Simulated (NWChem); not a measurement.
Species: BeHF; SMILES [BeH][F]

```xyz
3

Be     0.0000     0.0000    -0.7768
H      0.0000     0.0000    -2.1150
F      0.0000     0.0000     0.6242
```
Atoms are numbered in this order, from 1.

Computed with NWChem. Structure relaxed at the PBE-D3(BJ)/def2-SVP level. Level: PBE0/Sadlej pVTZ; rows give the wavelength of the field.

| field | isotropic polarisability (bohr³) | anisotropy (bohr³) |
|---|---|---|
| static | 17.8 | 1.8 |
| 1065 nm | 18.0 | 1.8 |
| 589 nm | 18.4 | 1.8 |
| 400 nm | 19.4 | 1.6 |
